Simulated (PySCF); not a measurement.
One of the candidates below gave these computed data.

| technique | computed result |
| --- | --- |
| 1H NMR | chemical shifts (computed TMS as zero) by class: 3.60 (1 H), 3.41 (1 H), 3.39 (1 H), 3.32 (1 H), 3.17 (1 H), 2.72 (1 H), 2.45 (1 H), 2.11 (1 H) ppm [GIAO PBE0/pcSseg-1] |
| Polarisability | 98.5 au [PBE0/def2-SVPD] |
| 13C NMR | chemical shifts (computed TMS as zero) by class: 284.4 (1 C), 67.7 (1 C), 51.4 (1 C), 46.8 (1 C), 41.4 (1 C) ppm [GIAO PBE0/pcSseg-1] |
| NMR, other nuclei | isotropic shieldings of nuclei other than C and H, by class: -461 (1 S), 518 (1 S) ppm [GIAO PBE0/pcSseg-1] |
| UV, first state | lowest singlet excitation: 2.45 eV (506 nm, f = 0.000) [TDDFT PBE0/def2-SVPD] |
| Dipole | 2.60 D [PBE0/def2-SVPD] |
| Rotational structure | rotational constants A, B, C: 3.492, 1.086, 0.976 GHz [GFN2-xTB] |
| UV, strongest line | among the 6 lowest singlet transitions: S4 at 5.53 eV (224 nm, f = 0.186) [TDDFT PBE0/def2-SVPD] |

Electronic properties: PySCF, gas phase, density fitting. Levels stand in brackets. One conformer (not necessarily the lowest) at the GFN2-xTB geometry, without solvent, vibrations or thermal averaging. NMR values are class means; diastereotopic atoms form classes of their own.

Question: Which candidate is it?
A. `CS[SiH2]c1cccs1`
B. `C=C1CCCSS1`
C. `C#Cc1cnsc1`
D. `S=C1CC[C@@H](S)C1`

Answer: D. It is `S=C1CC[C@@H](S)C1`. Numbering: `[S:1]=[C:2]1[CH2:3][CH2:4][C@@H:5]([SH:6])[CH2:7]1`. Its formula, C5H8S2, gives 2 degrees of unsaturation: 1 ring and 1 π bond in the structure found. 5 carbons fall into 5 classes; from least to most shielded: thiocarbonyl carbon [C2] (284.4 ppm), ring CH2 carbon [C7] (67.7 ppm), ring CH2 carbon [C3] (51.4 ppm), ring sp3 carbon bound to sulfur [C5] (46.8 ppm), ring CH2 carbon [C4] (41.4 ppm). Hydrogen classes from least to most shielded: 1 H on a ring CH2 carbon, C7 (3.60 ppm), 1 H on an sp3 carbon bound to sulfur, C5 (3.41 ppm), 1 H on a ring CH2 carbon, C7 (3.39 ppm), 1 H on a ring CH2 carbon, C3 (3.32 ppm), 1 H on a ring CH2 carbon, C3 (3.17 ppm), 1 H on a ring CH2 carbon, C4 (2.72 ppm), 1 H on a ring CH2 carbon, C4 (2.45 ppm), 1 H on a thiol sulfur, S6 (2.11 ppm). The other shieldings belong to: -461 ppm, thiocarbonyl sulfur [S1]; 518 ppm, thiol sulfur [S6]. S1 is mainly HOMO→LUMO (weight 0.99); the largest Löwdin shares of the orbital it empties are 0.74 on the thiocarbonyl sulfur, 0.12 on the thiocarbonyl carbon and 0.04 on each of 2 atoms of one kind (ring CH2 carbon), of the orbital it fills 0.38 on the thiocarbonyl carbon, 0.38 on the thiocarbonyl sulfur and 0.06 on each of 2 atoms of one kind (ring CH2 carbon). The optimised geometry has point group C1 and is an asymmetric top.

The others, at the same levels:
- `C=C1CCCSS1` fails: its computed 13C shifts are 155.4 (1 C), 125.6 (1 C), 42.9 (1 C), 42.0 (1 C), 38.0 (1 C) ppm, 1H shifts are 5.86 (1 H), 5.74 (1 H), 2.76 (2 H), 2.50 (2 H), 2.06 (2 H) ppm and rotational constant A is 2.503 GHz (against 3.492 GHz).
- `CS[SiH2]c1cccs1` fails: its computed 13C shifts are 143.7 (1 C), 141.7 (1 C), 137.6 (1 C), 131.8 (1 C), 14.6 (1 C) ppm, 1H shifts are 7.72 (1 H), 7.66 (1 H), 7.38 (1 H), 5.36 (2 H), 2.12 (3 H) ppm and rotational constant A is 2.600 GHz (against 3.492 GHz).
- `C#Cc1cnsc1` fails: it has 3 hydrogens where the 1H data count 8; its computed 13C shifts are 164.2 (1 C), 163.5 (1 C), 122.9 (1 C), 90.6 (1 C), 79.9 (1 C) ppm, 1H shifts are 8.66 (1 H), 8.60 (1 H), 2.93 (1 H) ppm and lowest singlet excitation is 5.11 eV (243 nm, f = 0.187) (against 2.45 eV).

Each candidate is one conformer, not necessarily the lowest. Dipoles, sizes and rotational constants follow the conformer. The torsions of the flexible species, by atom-mapped SMILES:
- `[CH3:1][S:2][SiH2:3][c:4]1[cH:5][cH:6][cH:7][s:8]1`: C1–S2–Si3–C4 -65°, S2–Si3–C4–C5 -16°

The conformers of `S=C1CC[C@@H](S)C1` and `C=C1CCCSS1` aren't listed.
